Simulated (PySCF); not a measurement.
Ga(NHMe)(OH)2 (CH6GaNO2), SMILES C[NH][Ga]([OH])[OH]. The structure is a stationary point at PBE-D3(BJ)/def2-SVP. The values are those of a single conformer.

Computed equilibrium geometry at PBE-D3(BJ)/def2-SVP (PySCF confirms it by a frequency run) as a Z-matrix, and its point group (one conformer of several):
point group Cs.
```
N
H 1 1.0209
C 1 1.4516 2 114.54
H 3 1.1082 1 109.91 2 -180.00
H 3 1.1155 4 106.85 1 122.76
H 3 1.1155 4 106.85 5 114.48
Ga 1 1.8197 2 120.24 3 -180.00
O 7 1.7995 1 117.16 2 180.00
H 8 0.9743 7 110.42 1 180.00
O 7 1.8057 8 117.16 9 0.00
H 10 0.9742 7 111.92 8 180.00
```
